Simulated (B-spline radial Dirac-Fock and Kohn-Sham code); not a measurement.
# Compton profile of Ir⁵¹⁺

System: iridium as Ir⁵¹⁺ in the configuration [Ar] 3d8.

Model: the impulse approximation on configuration-average Dirac-Fock orbitals. Program: a radial atomic solver. pz is in atomic units of momentum; subshell profiles are per electron, for a selection of subshells; open shells are spread over both j values by their weights.

```csv
pz,J total,J 2p1/2,J 3p3/2,J 3d3/2,J 3d5/2
4.3,0.7666,0.0166,0.0427,0.0291,0.0297
6.3,0.6894,0.0165,0.0372,0.0286,0.0292
9.2,0.5520,0.0162,0.0244,0.0264,0.0268
13,0.3812,0.0153,0.00972,0.0202,0.0201
20,0.1880,0.0121,0.00218,0.00819,0.00784
29,0.08539,0.00732,0.00188,0.00188,0.00170
42,0.03334,0.00290,0.000789,0.000234,0.000195
61,0.01176,0.000722,0.000152,1.78e-05,1.33e-05
89,0.003736,0.000125,1.78e-05,< 1e-6,< 1e-6
130,0.001024,1.84e-05,1.62e-06,< 1e-6,< 1e-6
```

Question: What is the peak value J(0), and which subshell contributes most to it?

Answer: J(0) = 0.8384. The 3p3/2 subshell gives the largest part, 21 %.

Mean momentum ⟨p⟩ by subshell (a.u.): 1s1/2 81.9, 2s1/2 29.4, 2p1/2 38.6, 2p3/2 33.8, 3s1/2 15.4, 3p1/2 18.3, 3p3/2 16.9, 3d3/2 20.2, 3d5/2 19.7.

Values without a named source are computed, but for edge energies of neutral atoms, which are taken from tables.
